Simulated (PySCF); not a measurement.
## Polarisability and C₆ of Tb⁴⁶⁺ (terbium, charge +46)

[Ar] 3d1, 2D determinant. Computed with PySCF 2.14 in an uncontracted even-tempered set (18 s from 9.6 bohr⁻², ratio 2.5; 12 p from 12 bohr⁻², ratio 2.5; 7 d from 12 bohr⁻², ratio 2.5; 4 f from 44 bohr⁻², ratio 2.7; 3 g from 65 bohr⁻², ratio 2.7), with the spin-free X2C one-electron Hamiltonian (Gaussian nucleus). Coupled (time-dependent) response in atomic units; α is the mean over directions.

```csv
method,mean α (bohr³),"α xx, yy, zz",C₆ (like pair),S(−4)
UHF,0.006350,"0.006148, 0.006148, 0.006752",0.0005410,3.042e-05
PBE0,0.006325,"0.006127, 0.006127, 0.006722",0.0005389,3.013e-05
```

S(−4) is the Cauchy moment in α(ω) = α(0) + S(−4) ω² + …

Spin-orbit coupling is absent.

α(iu) at PBE0:

```json
{"u (hartree)": "0", "α(iu) (bohr³)": "0.006325"}
{"u (hartree)": "2.00", "α(iu) (bohr³)": "0.006207"}
{"u (hartree)": "4.00", "α(iu) (bohr³)": "0.005882"}
{"u (hartree)": "8.00", "α(iu) (bohr³)": "0.004905"}
{"u (hartree)": "12.0", "α(iu) (bohr³)": "0.003920"}
{"u (hartree)": "16.0", "α(iu) (bohr³)": "0.003145"}
{"u (hartree)": "20.0", "α(iu) (bohr³)": "0.002583"}
{"u (hartree)": "30.0", "α(iu) (bohr³)": "0.001767"}
{"u (hartree)": "40.0", "α(iu) (bohr³)": "0.001354"}
{"u (hartree)": "60.0", "α(iu) (bohr³)": "0.0009340"}
{"u (hartree)": "100", "α(iu) (bohr³)": "0.0005540"}
```

For an ion, C₆ is the dispersion term alone; charge-induced terms of lower order in 1/R come first.

The components differ because the open shell of this determinant is not spherical; for a pure term their mean is the scalar polarisability.

Spin-orbit coupling, absent here, splits the open shell strongly.
